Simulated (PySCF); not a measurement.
C3H7O, multiplicity 2. Atoms are numbered in the order given.

```xyz
11

C      1.4195    -0.0658     0.8139
C      0.6275    -0.5759    -0.3435
O     -0.4061     0.2983    -0.7544
C     -1.4697     0.3774     0.1656
H      1.9881    -0.7494     1.4509
H      1.6017     1.0096     0.9033
H      1.2760    -0.6913    -1.2356
H      0.2230    -1.5868    -0.1189
H     -1.1405     0.7506     1.1548
H     -2.2090     1.0759    -0.2505
H     -1.9541    -0.6091     0.3151
```
Charge 0, spin multiplicity 2.

The structure is a stationary point at TPSSh-D3(BJ)/def2-SVP. The isomer is the one that the SMILES or the coordinates give; other isomers of the formula were not compared. One conformer was computed; it need not be the lowest.

All values below come from SMD-B3LYP/6-31G* in PySCF.

Solvation free energies are E(SMD) − E(gas) at the gas-phase geometry, for 1 M in both phases. In vacuum the dipole moment is 1.15 D.

```tsv
solvent	ΔG(solv) (kcal/mol)	its non-electrostatic (CDS) part	dipole (D)
water	-0.5	3.7	1.59
benzene	-1.8	-0.7	1.25
dimethylsulfoxide	[?]	[?]	[?]
```

Problem. What belongs in the gaps? (An estimate is asked for; the answer gives what the named calculation found.)

Solution. 
- dimethylsulfoxide, ΔG(solv) (kcal/mol): -1.2
- dimethylsulfoxide, its non-electrostatic (CDS) part: 1.1
- dimethylsulfoxide, dipole (D): 1.38
